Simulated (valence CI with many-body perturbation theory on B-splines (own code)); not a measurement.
## E1 transitions of Tc3+

Calculated by relativistic CI+MBPT: four valence electrons over a frozen Dirac-Fock core [Kr], radial functions for each j: 7 s, 7 p, 8 d, 6 f, 4 g, 1 h, with the one-electron correlation potential Σ1, the two-electron term Σ2, the three-electron term Σ3, Breit, model QED; selected CI, second order for the rest, scaled by the run's own slope (own B-spline code, finite nucleus).

No measured levels were compared; by estimate terms of the open shell hold to 2 to 4 % of their energy, and close levels can change places; different configurations can be misplaced against each other by 1,000 to 8,000 cm⁻¹. Among the levels kept, up to 420 cm⁻¹ of a level comes from second order outside the variational space, and about a tenth of that is noise between levels of different J, which matters for small intervals.

Lines 301 to 350 of 558 in falling wavelength, among levels below 25.303 eV, chosen from the strongest by gf and those to the six lowest levels. Wavelengths and rates use the calculated energies, so an error of 2000 cm⁻¹ moves a line at 132.6 nm by 2.7 % and its rate by three times that or more. Electric multipoles are in the length gauge, E1 and E2 with the static RPA response of the core. Weak lines are less certain than strong ones. Lines between different terms over intervals too small for the method are left out, as are lines whose strength nearly cancels. Where a level lies close to another of its J and parity, the split of strength between their lines is uncertain. The highest levels of a list are the least certain.

Names give the largest LS component (configuration and term), which can be under half, so a name can repeat, a term be missing and a line seem to break the LS rules; names also repeat where a configuration has a term twice. Letters in brackets count levels of one name in rising energy.

| λ vac (nm) | Upper | Lower | A (s⁻¹) | S (a.u.) with core polarisation | S without |
| --- | --- | --- | --- | --- | --- |
| 132.6 | 4d³5d ³F_2 | 4d³5p ⁵F°_1 | 2.22e+08 | 1.28e+00 | 1.36e+00 |
| 132.2 | 4d³5d ⁵F_3 | 4d³5p ⁵G°_4 | 4.18e+08 | 3.34e+00 | 3.59e+00 |
| 132.1 | 4d³5d ⁵F_5 | 4d³5p ⁵G°_5 | 4.20e+08 | 5.26e+00 | 5.66e+00 |
| 132.0 | 4d³5d ³F_3 | 4d³5p ³D°_2 [b] | 2.63e+08 | 2.09e+00 | 2.23e+00 |
| 132.0 | 4d³5d ⁵D_1 | 4d³5p ³D°_2 [b] | 8.14e+08 | 2.77e+00 | 2.95e+00 |
| 131.6 | 4d³5d ⁵G_6 | 4d³5p ⁵G°_5 | 1.02e+08 | 1.49e+00 | 1.60e+00 |
| 131.5 | 4d³5d ⁵G_3 | 4d³5p ⁵G°_3 | 6.02e+08 | 4.73e+00 | 5.08e+00 |
| 131.5 | 4d³5d ⁵D_0 | 4d³5p ⁵F°_1 | 9.61e+08 | 1.08e+00 | 1.15e+00 |
| 131.2 | 4d³5d ⁵F_2 | 4d³5p ⁵G°_3 | 3.04e+08 | 1.69e+00 | 1.82e+00 |
| 130.8 | 4d³5d ³D_2 [a] | 4d³5p ⁵G°_2 | 3.62e+08 | 2.00e+00 | 2.15e+00 |
| 130.6 | 4d³5d ⁵F_4 | 4d³5p ⁵G°_4 | 3.39e+08 | 3.35e+00 | 3.61e+00 |
| 129.9 | 4d³5d ⁵G_2 | 4d³5p ⁵G°_2 | 2.98e+08 | 1.61e+00 | 1.73e+00 |
| 129.6 | 4d³5d ⁵F_3 | 4d³5p ⁵G°_3 | 2.34e+08 | 1.76e+00 | 1.89e+00 |
| 129.4 | 4d³5d ³P_1 | 4d³5p ³D°_2 [a] | 9.97e+08 | 3.19e+00 | 3.41e+00 |
| 129.3 | 4d³5d ³P_2 | 4d³5p ⁵D°_3 [a] | 7.67e+08 | 4.09e+00 | 4.37e+00 |
| 129.0 | 4d³5d ³P_0 | 4d³5p ³D°_1 [a] | 1.45e+09 | 1.53e+00 | 1.64e+00 |
| 127.7 | 4d³5d ³H_6 | 4d³5p ⁵G°_5 | 8.75e+07 | 1.17e+00 | 1.25e+00 |
| 127.3 | 4d³5d ³H_5 | 4d³5p ⁵G°_4 | 8.71e+07 | 9.77e-01 | 1.05e+00 |
| 126.0 | 4d³5d ³F_3 | 4d³5p ³D°_2 [a] | 1.85e+08 | 1.28e+00 | 1.36e+00 |
| 125.8 | 4d³5d ³F_2 | 4d³5p ³D°_1 [a] | 2.00e+08 | 9.83e-01 | 1.05e+00 |
| 105.8 | 4d³5p ³F°_4 [a] | 4d⁴ ³F_4 [b] | 1.54e+08 | 8.12e-01 | 9.13e-01 |
| 95.95 | 4d³5p ¹P°_1 [c] | 4d⁴ ¹S_0 [b] | 1.05e+09 | 1.37e+00 | 1.53e+00 |
| 93.95 | 4d³5p ³D°_3 [c] | 4d⁴ ³F_4 [b] | 4.08e+08 | 1.17e+00 | 1.31e+00 |
| 93.72 | 4d³5p ³D°_1 [d] | 4d⁴ ³F_2 [b] | 6.68e+08 | 8.14e-01 | 9.12e-01 |
| 93.64 | 4d³5p ¹H°_5 [b] | 4d⁴ ³F_4 [b] | 1.50e+08 | 6.70e-01 | 7.47e-01 |
| 92.55 | 4d³5p ³G°_3 [d] | 4d⁴ ³F_2 [b] | 2.95e+08 | 8.09e-01 | 8.99e-01 |
| 92.32 | 4d³5p ³D°_1 [a] | 4d⁴ ³P_0 [a] | 2.56e+08 | 2.98e-01 | 3.39e-01 |
| 92.22 | 4d³5p ³G°_4 [c] | 4d⁴ ³F_3 [b] | 3.69e+08 | 1.29e+00 | 1.43e+00 |
| 91.91 | 4d³5p ³D°_3 [d] | 4d⁴ ³F_4 [b] | 4.78e+08 | 1.28e+00 | 1.44e+00 |
| 91.76 | 4d³5p ³G°_5 [c] | 4d⁴ ³F_4 [b] | 2.92e+08 | 1.23e+00 | 1.37e+00 |
| 90.96 | 4d³5p ³D°_3 [a] | 4d⁴ ³P_2 [a] | 5.04e+08 | 1.31e+00 | 1.48e+00 |
| 89.93 | 4d³5p ³D°_3 [a] | 4d⁴ ³F_4 [a] | 2.83e+08 | 7.12e-01 | 8.12e-01 |
| 89.76 | 4d³5p ¹G°_4 [c] | 4d⁴ ¹F_3 | 6.87e+08 | 2.21e+00 | 2.51e+00 |
| 89.60 | 4d³5p ³S°_1 [b] | 4d⁴ ³P_1 [b] | 7.13e+08 | 7.59e-01 | 8.50e-01 |
| 89.43 | 4d³5p ³F°_2 [f] | 4d⁴ ¹D_2 [b] | 8.57e+08 | 1.51e+00 | 1.71e+00 |
| 89.28 | 4d³5p ³G°_5 [a] | 4d⁴ ³G_5 | 2.49e+08 | 9.61e-01 | 1.08e+00 |
| 89.26 | 4d³5p ¹F°_3 [a] | 4d⁴ ¹D_2 [a] | 6.76e+08 | 1.66e+00 | 1.89e+00 |
| 89.24 | 4d³5p ³G°_3 [a] | 4d⁴ ³F_2 [a] | 3.09e+08 | 7.58e-01 | 8.66e-01 |
| 89.03 | 4d³5p ³F°_2 [a] | 4d⁴ ³G_3 | 3.59e+08 | 6.26e-01 | 7.07e-01 |
| 88.94 | 4d³5p ⁵F°_1 | 4d⁴ ³P_0 [a] | 2.17e+08 | 2.26e-01 | 2.55e-01 |
| 88.28 | 4d³5p ³F°_3 [a] | 4d⁴ ³G_4 | 4.43e+08 | 1.05e+00 | 1.19e+00 |
| 88.15 | 4d³5p ¹G°_4 [a] | 4d⁴ ¹G_4 [a] | 3.18e+08 | 9.67e-01 | 1.10e+00 |
| 87.83 | 4d³5p ¹D°_2 [c] | 4d⁴ ¹D_2 [b] | 1.62e+09 | 2.72e+00 | 3.07e+00 |
| 87.79 | 4d³5p ³F°_4 [a] | 4d⁴ ³G_5 | 5.30e+08 | 1.59e+00 | 1.80e+00 |
| 87.18 | 4d³5p ³G°_5 [a] | 4d⁴ ³F_4 [a] | 2.10e+08 | 7.55e-01 | 8.64e-01 |
| 87.16 | 4d³5p ³G°_3 [a] | 4d⁴ ³H_4 | 5.70e+08 | 1.30e+00 | 1.47e+00 |
| 86.95 | 4d³5p ¹P°_1 [a] | 4d⁴ ¹D_2 [a] | 1.09e+09 | 1.06e+00 | 1.21e+00 |
| 86.77 | 4d³5p ³G°_4 [a] | 4d⁴ ³H_5 | 5.41e+08 | 1.57e+00 | 1.77e+00 |
| 86.65 | 4d³5p ³H°_4 [a] | 4d⁴ ³G_3 | 2.84e+08 | 8.22e-01 | 9.38e-01 |
| 86.41 | 4d³5p ¹G°_4 [d] | 4d⁴ ¹G_4 [b] | 1.43e+09 | 4.10e+00 | 4.63e+00 |
